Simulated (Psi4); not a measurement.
CH, doublet, at a GFN2-xTB geometry. Base run: Psi4 with HF/3-21G.

Psi4 was given this input:
```
memory 2 GB

molecule mol {
0 2
C    -0.000000   -0.000000   -0.159079
H     0.000000    0.000000    0.954475
}

set {
  basis 3-21g
  reference uhf
  stability_analysis check
  scf_type pk
}

energy('scf')
print_variables()
```

The bond that is stretched is that between atoms 2 and 1. A test that says stable can miss a lower solution.

Variants of this job, named by their change:

| change | ΔE vs base (kcal/mol) | <S^2> | outcome |
|---|---|---|---|
| base | 0.000 | 0.753 | converged |
| stability_analysis = follow; reference = uhf | 0.000 | 0.753 | converged |
| bond × 1.25 | 14.36 | 0.768 | converged |
| stability_analysis = follow; reference = uhf; bond × 1.25 | 14.36 | 0.768 | converged |
| bond × 1.5 | - | - | not converged |
| stability_analysis = follow; reference = uhf; bond × 1.5 | - | - | not converged |
| bond × 1.8 | 73.6 | 0.762 | converged |
| stability_analysis = follow; reference = uhf; bond × 1.8 | 57.91 | 1.452 | converged |
| bond × 2.2 | 112.2 | 0.755 | converged |
| stability_analysis = follow; reference = uhf; bond × 2.2 | 63.7 | 1.669 | converged |
| bond × 3.0 | 166.1 | 0.752 | converged |
| stability_analysis = follow; reference = uhf; bond × 3.0 | 46.63 | 1.747 | converged |

Psi4 reported an instability in these rows: bond × 1.8; stability_analysis = follow; reference = uhf; bond × 1.8; bond × 2.2; stability_analysis = follow; reference = uhf; bond × 2.2; bond × 3.0; stability_analysis = follow; reference = uhf; bond × 3.0 (restricted rows aren't judged here).

On stretching, the SCF can end on different states; <S^2> shows the spin contamination of each.
